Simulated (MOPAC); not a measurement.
A run for MOPAC: AM1 on CH4Si (SMILES C[SiH]), a point of a torsion scan.

```
AM1 1SCF PRECISE CHARGE=0 THREADS=1
CH4Si

C     -0.54661363 1     0.04442207 1    -0.00519554 1
Si     1.23670376 1     0.75027114 1    -0.03629137 1
H     -0.67398183 1    -0.67025355 1    -0.81822153 1
H     -1.32726449 1     0.79964815 1    -0.10413160 1
H     -0.73530329 1    -0.50135282 1     0.91839219 1
H      0.95707861 1     2.05568000 1    -0.71323167 1
```

It printed:

```
*******************************************************************************
 **                                                                           **
 **                              MOPAC v23.2.5                                **
 **                                                                           **
 *******************************************************************************
 ** MOPAC's Digital Object Identifier: https://doi.org/10.5281/zenodo.6511958 **
 **                                                                           **
 ** Please cite the open-source release paper for use of this MOPAC version:  **
 ** J. E. Moussa and J. J. P. Stewart (2026)                                  **
 ** MOPAC: An open-source semiempirical molecular orbital program             **
 ** J. Open Source Softw., 11(119), 8025, https://doi.org/10.21105/joss.08025 **
 *******************************************************************************

                              AM1 CALCULATION RESULTS

 *******************************************************************************
 *  AM1        - The AM1 Hamiltonian to be used
 *
 *
 *
 *                 CHARGE ON SYSTEM = 0
 *
 *
 *
 *  PRECISE    - TIGHTER CRITERIA TO BE USED
 *  1SCF       - DO 1 SCF AND THEN STOP
 *  THREADS=1  - MULTI-THREADING NOT USED
 *  T=         - A TIME OF 172800.0 SECONDS REQUESTED
 *  DUMP=N     - RESTART FILE WRITTEN EVERY 7200.0 SECONDS REQUESTED
 *******************************************************************************
AM1 1SCF PRECISE CHARGE=0 THREADS=1
 CH4Si

   ATOM   CHEMICAL          X               Y               Z
  NUMBER   SYMBOL      (ANGSTROMS)     (ANGSTROMS)     (ANGSTROMS)

     1       C         -0.54661363  *   0.04442207  *  -0.00519554  *
     2      Si          1.23670376  *   0.75027114  *  -0.03629137  *
     3       H         -0.67398183  *  -0.67025355  *  -0.81822153  *
     4       H         -1.32726449  *   0.79964815  *  -0.10413160  *
     5       H         -0.73530329  *  -0.50135282  *   0.91839219  *
     6       H          0.95707861  *   2.05568000  *  -0.71323167  *



          CARTESIAN COORDINATES

    NO.       ATOM           X           Y           Z

     1         C         -0.5466      0.0444     -0.0052
     2        Si          1.2367      0.7503     -0.0363
     3         H         -0.6740     -0.6703     -0.8182
     4         H         -1.3273      0.7996     -0.1041
     5         H         -0.7353     -0.5014      0.9184
     6         H          0.9571      2.0557     -0.7132

  H: (AM1): M.J.S. DEWAR ET AL, J. AM. CHEM. SOC. 107 3902-3909 (1985)
  C: (AM1): M.J.S. DEWAR ET AL, J. AM. CHEM. SOC. 107 3902-3909 (1985)
 Si: (AM1): M.J.S.DEWAR, C. JIE, ORGANOMETALLICS, 6, 1486-1490 (1987).

           Empirical Formula: C H4 Si  =     6 atoms



      MOLECULAR POINT GROUP   :   C1


      RHF CALCULATION, NO. OF DOUBLY OCCUPIED LEVELS = 6


 -------------------------------------------------------------------------------
 AM1 1SCF PRECISE CHARGE=0 THREADS=1
 CH4Si



     1SCF WAS SPECIFIED, SO BFGS WAS NOT USED
     SCF FIELD WAS ACHIEVED


                              AM1 CALCULATION
                                                       MOPAC v23.2.5 Linux




          FINAL HEAT OF FORMATION =         49.58271 KCAL/MOL =     207.45406 KJ/MOL


          COSMO AREA              =         94.63 SQUARE ANGSTROMS
          COSMO VOLUME            =         81.90 CUBIC ANGSTROMS

          IONIZATION POTENTIAL    =          7.686003 EV
          HOMO LUMO ENERGIES (EV) =         -7.686 -1.099
          NO. OF FILLED LEVELS    =          6
          MOLECULAR WEIGHT        =         44.1281         POINT GROUP:  C1

          MOLECULAR DIMENSIONS (Angstroms)

            Atom       Atom       Distance
            H     6    H     5     3.47344
           Si     2    H     4     2.27731
            H     5    H     3     1.55021


          SCF CALCULATIONS        =          1





   ATOM   CHEMICAL          X               Y               Z
  NUMBER   SYMBOL      (ANGSTROMS)     (ANGSTROMS)     (ANGSTROMS)

     1       C         -0.54661363  *   0.04442207  *  -0.00519554  *
     2      Si          1.23670376  *   0.75027114  *  -0.03629137  *
     3       H         -0.67398183  *  -0.67025355  *  -0.81822153  *
     4       H         -1.32726449  *   0.79964815  *  -0.10413160  *
     5       H         -0.73530329  *  -0.50135282  *   0.91839219  *
     6       H          0.95707861  *   2.05568000  *  -0.71323167  *

                             CARTESIAN COORDINATES

   1    C       -0.546613630     0.044422070    -0.005195540
   2   Si        1.236703760     0.750271140    -0.036291370
   3    H       -0.673981830    -0.670253550    -0.818221530
   4    H       -1.327264490     0.799648150    -0.104131600
   5    H       -0.735303290    -0.501352820     0.918392190
   6    H        0.957078610     2.055680000    -0.713231670


           Empirical Formula: C H4 Si  =     6 atoms



      MOLECULAR POINT GROUP   :   C1


                  EIGENVALUES
 -28.76303 -14.13463 -13.66441 -13.30109 -11.21939  -7.68600  -1.09938   1.79486
   2.43392   4.41350   4.56154   5.36239


              NET ATOMIC CHARGES AND DIPOLE CONTRIBUTIONS

  ATOM NO.   TYPE          CHARGE      No. of ELECS.   s-Pop       p-Pop
    1          C          -0.588491        4.5885     1.27333     3.31516
    2         Si           0.616876        3.3831     1.50633     1.87679
    3          H           0.093875        0.9061     0.90613
    4          H           0.081356        0.9186     0.91864
    5          H           0.091653        0.9083     0.90835
    6          H          -0.295269        1.2953     1.29527
 DIPOLE           X         Y         Z       TOTAL
 POINT-CHG.     2.706    -1.028     0.913     3.035
 HYBRID        -3.822     1.035    -1.171     4.129
 SUM           -1.116     0.007    -0.258     1.146


          ATOMIC ORBITAL ELECTRON POPULATIONS

     Atom    s        px        py        pz
    1  C   1.27333   1.19960   1.07608   1.03949
    2 Si   1.50633   1.01136   0.63153   0.23391
    3  H   0.90613
    4  H   0.91864
    5  H   0.90835
    6  H   1.29527

 **********************
 *                    *
 * JOB ENDED NORMALLY *
 *                    *
 **********************




 == MOPAC DONE ==
```

The run finished.

Cost: around 0.010 core-seconds (rough).
